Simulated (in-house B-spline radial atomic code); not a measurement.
Configurations of Re VI (Re5+), with energies counted from [Xe] 4f14 (5d3/2)2. Level of theory: Dirac-Hartree-Fock, average of each configuration as written, Fermi nucleus of rms radius 5.3698 fm; calculated with a B-spline radial code for spherical atoms. Energies include first-order Breit, QED and recoil terms.

Occupations are held fixed; configurations that lie above the ionisation limit could autoionise.

| configuration | E - E(ref) (eV) | highest orbital | its <r> (bohr) |
| --- | --- | --- | --- |
| [Kr] 4d10 4f14 5s2 (5p1/2)1 (5p3/2)4 (5d5/2)2 6s1 | 68.344 | 6s1/2 | 2.278 |
| [Xe] (4f5/2)5 (4f7/2)8 (5d3/2)1 (5d5/2)1 8s1 | 97.389 | 8s1/2 | 6.342 |
| [Kr] 4d10 4f14 5s2 (5p1/2)1 (5p3/2)4 (5d5/2)2 (7p3/2)1 | 98.272 | 7p3/2 | 4.653 |
| [Xe] (4f5/2)6 (4f7/2)7 (5d5/2)2 (9d3/2)1 | 105.6 | 9d3/2 | 11.55 |
| [Kr] 4d10 4f14 5s2 (5p1/2)2 (5p3/2)3 (5d5/2)2 (9f7/2)1 | 106.23 | 9f7/2 | 14.65 |
| [Xe] (4f5/2)5 (4f7/2)8 (5d3/2)1 (5d5/2)1 (8g7/2)1 | 109.15 | 8g7/2 | 14.16 |
| [Kr] (4d3/2)4 (4d5/2)5 4f14 5s2 5p6 (5d3/2)2 (5f7/2)1 | 305.37 | 5f7/2 | 2.78 |

(1) Order these further configurations by energy, lowest first.
A. [Kr] 4d10 4f14 5s2 (5p1/2)2 (5p3/2)3 (5d3/2)1 (5d5/2)1 (8g9/2)1
B. [Xe] 4f14 (5d3/2)1 (5d5/2)1
C. [Xe] (4f5/2)5 (4f7/2)8 (5d3/2)2 (5g7/2)1
D. [Xe] (4f5/2)5 (4f7/2)8 (5d5/2)2 (6d3/2)1
E. [Kr] 4d10 4f14 5s2 (5p1/2)2 (5p3/2)3 (5d3/2)1 (5d5/2)1 (7f5/2)1

(2) How far above the reference does [Kr] 4d10 4f14 5s2 (5p1/2)2 (5p3/2)3 (5d3/2)2 (9p1/2)1 lie?

(3) How far above the reference does [Kr] 4d10 4f14 5s2 (5p1/2)1 (5p3/2)4 (5d5/2)2 7s1 lie?

(4) How far above the reference does [Xe] 4f14 (5d5/2)2 lie?

Answers

(1) B (1.3515 eV), D (85.152 eV), C (95.681 eV), E (98.101 eV), A (104.42 eV).

(2) 97.573 eV; its least bound orbital is 9p1/2 with <r> = 9.816 bohr.

(3) 93.714 eV; its least bound orbital is 7s1/2 with <r> = 4.088 bohr.

(4) 2.4059 eV; its least bound orbital is 5d5/2 with <r> = 1.547 bohr.
